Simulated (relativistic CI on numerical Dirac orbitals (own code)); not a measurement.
**Magnetism of Dy2+, 4f10, in a crystal field**

Calculated by Dirac-Coulomb-Breit CI, KLI orbitals optimised for each configuration, QED by a radiative potential, valence Slater integrals scaled by 0.8, one configuration in a parametric crystal field (own radial code).

Field parameters in Wybourne normalisation; cubic f-shell fields have B⁴₄ = √(5/14) B⁴₀ and B⁶₄ = −√(7/2) B⁶₀. The field is a parameter set, without covalency.

S is read from ⟨S²⟩ = S(S + 1).

Powder χT (cm³ K mol⁻¹) by Van Vleck's formula, with temperature-independent terms:

```csv
Field,2 K,5 K,10 K,20 K,50 K,100 K,200 K,300 K
"C2v, B20 = -140, B22 = -160, B40 = 260, B42 = 80, B44 = 250, B60 = 210, B62 = -190, B64 = -110, B66 = -180 cm⁻¹",11.2,11.8,12.1,12.3,13,13.6,13.8,13.9
"C2v, B20 = 210, B22 = -210, B40 = 150, B42 = -110, B44 = 240, B60 = 400, B62 = -100, B64 = 210, B66 = -20 cm⁻¹",8.88,9.63,10.2,11.2,12.8,13.5,13.8,13.9
"D3h, B20 = 660, B40 = -330, B60 = -450, B66 = -140 cm⁻¹",9.59,9.87,10.3,11.2,12.6,13.4,13.8,13.8
"Oh, B40 = -200, B60 = -320 cm⁻¹",7.95,8.25,8.76,9.73,11.8,13,13.6,13.8
"Oh, B40 = 1230, B60 = 330 cm⁻¹",2.04,5.02,8.43,10.7,12,12.8,13.5,13.7
"Oh, B40 = -1430, B60 = 270 cm⁻¹",10.2,11.2,12,12.4,12.8,13.2,13.6,13.8
```

Q: For Oh, B40 = 1230, B60 = 330 cm⁻¹: what effective moment follows at 300 K?

A: μ_eff = √(8χT) = 10.47 μB. The LS value g√(J(J + 1)) of the free ion's 5I_8 level is 10.61 μB.
